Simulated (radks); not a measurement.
Values are calculated unless marked as measured or tabulated.
Charge is removed step by step from the 1s down level of N2+, starting from 1s(up 1, down 1) 2s2 2p1. Code: a radial shooting solver on a logarithmic mesh with Libxc functionals. Model: scalar-relativistic Kohn-Sham, BLYP, spin-polarised, spherical densities, finite nucleus; open shells are filled with parallel spins first; Fermi nuclear charge, rms radius 2.5582 fm.

| removed (e) | E - E(0) (eV) | eigenvalue (eV) |
|---|---|---|
| 0 | 0.000 | -424.01 |
| 0.25 | 108.27 | -442.10 |
| 0.5 | 220.99 | -459.48 |
| 0.75 | 337.87 | -475.13 |

The mean slope of the eigenvalue, de/dn, is 68.2 eV per electron.
